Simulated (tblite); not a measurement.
Species: C5H8PSi (charge -1).
Cartesian coordinates in Å at the GFN2-xTB level; atoms count from 1:
```
atom  x, y, z in Å
C1    -2.450   -0.612    0.519
C2    -1.196   -0.059   -0.095
C3    -1.171    0.727   -1.235
P4     0.430    1.215   -1.703
C5     1.097    0.333   -0.319
Si6    2.894    0.236    0.092
C7     0.084   -0.276    0.414
H8    -2.574   -0.256    1.546
H9    -3.325   -0.307   -0.055
H10   -2.423   -1.705    0.550
H11   -2.053    1.018   -1.792
H12    3.753   -0.386   -0.940
H13    3.553    1.529    0.386
H14    3.099   -0.584    1.308
H15    0.278   -0.866    1.303
```

Computed geometry: GFN2-xTB, gas phase.

Masses are those of the commonest isotopes; rigid-rotor values at the optimised geometry. 

(1) What are A, B and C (MHz)?

(2) What kind of rotor is it?

(3) What does the inertial defect say?

(4) Give the other two planar moments, Paa and Pbb, and the rms extents of the mass along the axes.

(5) Estimate the classical rotational partition function at 10 K, 25 K and 100 K.

Answers

(1) Ia = 149.57, Ib = 412.51, Ic = 553.43 u·Å²; 505379 MHz·u·Å²/I gives A = 3379, B = 1225, C = 913.2 MHz.

(2) An asymmetric top: κ = (2 × 1225 − 3379 − 913.2)/(3379 − 913.2) = -0.75.

(3) Not planar: Δ = Ic − Ia − Ib = -8.65 u·Å². For a rigid frame Δ = −2 Σ m c², so Σ m c² = 4.32 u·Å² lies off the ab plane, practically all of it from hydrogen. The atom farthest from that plane is 1.17 Å away.

(4) Paa = Σ m a² = (Ib + Ic − Ia)/2 = 408.19 and Pbb = Σ m b² = (Ia + Ic − Ib)/2 = 145.25 u·Å². With the mass M = 127.01 u, the rms extents √(P/M) along a, b and c are 1.79, 1.07, 0.18 Å.

(5) Point group Cs, symmetry number σ = 1; q = (√π/σ)·√((kT/h)³/(ABC)), k/h = 20836.6 MHz/K: 2740 at 10 K, 10800 at 25 K, 86700 at 100 K.

Its lowest GFN2-xTB frequency is 6 cm⁻¹, too small to tell a flat minimum from a shallow saddle. These are rigid-rotor constants of the computed structure; measured ground-state constants (B0) also hold zero-point vibration.
